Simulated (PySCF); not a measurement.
Electron correlation in Ca (calcium, neutral)

[Ar] 4s2, closed-shell 1S. All numbers are calculated (PySCF 2.14, scalar relativity by spin-free X2C-1e, in cc-pVDZ-X2C (5s4p2d, 27 functions)). Frozen: [Ar]; 2 electrons correlated.

Total MP2 correlation energy: -17.31 mhartree.

Same-spin part 0.00 and opposite-spin part -17.31 mhartree; SCS-MP2 scales them by 1/3 and 6/5 to -20.78 mhartree.

With two correlated electrons CCSD is exact within the correlated space (frozen core and kept virtual orbitals).

| level | correlation energy (mhartree) |
| --- | --- |
| CCSD | -27.85 |

Diagnostics: T1 = 0.013, D1 = 0.0180, largest double amplitude 0.130.

**Question.** Is a single reference adequate?

**Answer.** Mostly. T1 lies below 0.03, but a double amplitude of this size points to a near-degeneracy that CCSD handles and MP2 describes poorly.
